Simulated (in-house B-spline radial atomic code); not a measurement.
Ionisation energies with and without relativity, with size and susceptibility from the Dirac run. Dirac energy differences include first-order Breit, QED and recoil terms. NIST's values go from ground level to ground level; the uncertainty of those that are theory runs from under 0.1 % in few-electron ions to several per cent in heavy many-electron ones. Computed with a B-spline radial code for spherical atoms: non-relativistic Hartree-Fock and Dirac-Hartree-Fock, averages of the configuration (point nuclei without relativity, finite nuclei with it).

| ion | configuration | configuration after | ionisation non-relativistic (eV) | ionisation Dirac Breit and QED (eV) | tabulated value (eV) | radius at density 0.001 (bohr) | diamagnetic susceptibility (10⁻⁶ cm³/mol) |
| --- | --- | --- | --- | --- | --- | --- | --- |
| Cl5+ | [Ne] 3s2 | [Ne] 3s1 | 94.68 | 94.96 | 96.94 | 2.589 | -4.4757 |
| Ca5+ | [Ne] 3s2 3p3 | [Ne] 3s2 3p2 | 104.61 | 104.65 | 108.78 | 2.516 | -6.4342 |
| Ti5+ | [Ne] 3s2 3p5 | [Ne] 3s2 3p4 | 119.54 | 119.62 | 119.533 | 2.399 | -6.921 |
| Ag5+ | [Kr] 4d6 | [Kr] 4d5 | 85.67 | 84.79 | 82 | 2.728 | -16.08 |
| Os5+ | [Xe] 4f14 5d3 | [Xe] 4f14 5d2 | 70.05 | 68.49 | 70.1 | 2.979 | -22.969 |
